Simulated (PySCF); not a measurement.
C₄H₅N₂, charge +1. Atoms are numbered in the order given.

```xyz
11

C     -0.8451     1.1056     0.0000
C      0.5500     1.2651     0.0000
N      1.3960     0.2236     0.0000
C      0.8898    -0.9874     0.0000
N     -0.4491    -1.2095     0.0000
C     -1.3381    -0.1886     0.0000
H     -1.5232     1.9599     0.0000
H      1.0040     2.2610     0.0000
H      1.5422    -1.8656     0.0000
H     -0.7916    -2.1751     0.0000
H     -2.3986    -0.4466     0.0000
```
Charge +1, spin multiplicity 1.

Geometry optimised at TPSSh-D3(BJ)/def2-SVP. The isomer is the one that the SMILES or the coordinates give; other isomers of the formula were not compared.

Calculation: r2SCAN/def2-TZVP (PySCF).

Isolated molecule, no solvent.

The total energy comes out as -264.62151 hartree and the point group is Cs. The highest occupied level is -12.25 eV, the lowest empty level comes out as -8.38 eV and the orbital gap comes out as 3.87 eV. The dipole moment about the centre of nuclear charge comes out as 3.64 D and the mean static polarisability is 50.9 bohr³ (7.54 Å³). The polarisability, principal values is 29.1, 60.5, 63.0 bohr³.
